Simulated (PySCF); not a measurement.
Compound: C4H2F3N3.
InChI=1S/C4H2F3N3/c5-4(6,7)3-1-2-8-10-9-3/h1-2H

Level: CAM-B3LYP/def2-SVPD in PySCF, non-relativistic, on one gas-phase PBE0-D3(BJ)/def2-SVP geometry that isn't relaxed in the solvent. The solvent is an IEF-PCM continuum (Bondi radii, 1.10 Å for H, scaled by 1.2), and excitations are vertical TDDFT with non-equilibrium linear response and a frozen core. Specific hydrogen bonds and non-electrostatic terms are outside this model.

Gas-phase singlets (H = HOMO, L = LUMO):

```csv
state,E (eV),λ (nm),f,leading configurations
S1,3.705,335,0.005,"H→L 81%, H→L+1 17%"
S2,3.967,313,0.000,"H→L+1 82%, H→L 17%"
S3,4.285,289,0.000,"H-1→L 89%, H-1→L+1 10%"
S4,4.443,279,0.005,"H-1→L+1 88%, H-1→L 10%"
S5,5.992,207,0.004,"H-2→L+1 37%, H-3→L 33%"
```

Question: What are the lowest 5 singlets in acetone (ε = 20.49)?

Answer: 
```csv
state,E (eV),λ (nm),f,leading configurations,change by rank (eV)
S1,3.976,312,0.008,"H→L 86%, H→L+1 12%",+0.271
S2,4.321,287,0.000,"H→L+1 86%, H→L 12%",+0.354
S3,4.465,278,0.000,H-1→L 90%,+0.180
S4,4.689,264,0.005,H-1→L+1 90%,+0.246
S5,5.996,207,0.010,"H-2→L+1 42%, H-3→L 32%",+0.004
```

Question: The ground-state energy changes by -0.376 eV from gas to acetone. By how much does the total energy of gas-phase S1 change?

Answer: E(S1) = E(S0) + excitation energy, so it changes by -0.376 + 0.271 = -0.105 eV: it is lowered less than the ground state, which is what a blue shift means. This is the vertical state, with the slow part of the continuum still set for S0.

Question: How do the frontier levels move from gas to acetone?

Answer: 
| orbital | gas (eV) | solvent (eV) | change (eV) |
| --- | --- | --- | --- |
| LUMO+2 | 0.90 | 1.42 | +0.52 |
| LUMO+1 | -1.37 | -1.11 | +0.26 |
| LUMO | -1.50 | -1.27 | +0.23 |
| HOMO | -9.37 | -9.45 | -0.08 |
| HOMO-1 | -10.02 | -9.99 | +0.03 |
| HOMO-2 | -11.35 | -11.01 | +0.34 |
| HOMO-3 | -11.64 | -11.46 | +0.18 |

The HOMO–LUMO gap goes from 7.87 to 8.18 eV. Rows go by rank; for LUMO+2 the atom shares or the degeneracy differ between the runs, so the row needn't follow one orbital.

Conformer computed: `[F:1][C:2]([F:3])([F:4])[c:5]1[cH:6][cH:7][n:8][n:9][n:10]1`: F1–C2–C5–C6 -119°.
